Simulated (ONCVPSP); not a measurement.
**Transferability test, ONCV potential for Ni**

```
Element                 : nickel
Generator               : ONCVPSP 4.0.1
Type                    : optimised norm-conserving Vanderbilt (ONCV)
Functional              : PBE
Relativity              : scalar-relativistic
Frozen core             : [Ne]
Valence charge          : 18
Reference configuration : 3s2 3p6 3d8 4s1 4p1
Partial waves           : 3s+4s: rc 1.25 bohr, ncon 4, nbas 8, qcut 8.6 1/bohr, 2 projectors; 3p+4p: rc 1.35 bohr, ncon 4, nbas 9, qcut 8.2 1/bohr, 2 projectors; 3d: rc 1.65 bohr, ncon 3, nbas 8, qcut 8.3 1/bohr, 2 projectors, debl 3.2 Ha
Local potential         : polynomial inside 0.85 bohr (lpopt 5, dvloc0 0 Ha)
Core correction         : none
```

Energies are relative to the spin-unpolarised reference configuration 3s2 3p6 3d8 4s1 4p1; without spin polarisation the order of configurations can differ from experiment.

```json
{"valence configuration": "3s2 3p6 3d8 4s2 4p0", "charge": "0", "ΔE all-electron (eV)": "-4.596", "error AE − PS (meV)": "+0.8"}
{"valence configuration": "3s2 3p6 3d8 4s1 4p0", "charge": "+1", "ΔE all-electron (eV)": "4.727", "error AE − PS (meV)": "+0.2"}
{"valence configuration": "3s2 3p6 3d8 4s0 4p0", "charge": "+2", "ΔE all-electron (eV)": "22.078", "error AE − PS (meV)": "+1.8"}
{"valence configuration": "3s2 3p6 3d8 4s0 4p1", "charge": "+1", "ΔE all-electron (eV)": "10.412", "error AE − PS (meV)": "+0.2"}
```

Levels in the configuration 3s2 3p6 3d8 4s2 4p0:

```
level  all-electron (eV)  pseudo (eV)
   3s           -111.059     -111.033
   3p            -71.388      -71.370
   3d             -8.874       -8.853
   4s             -5.643       -5.645
```
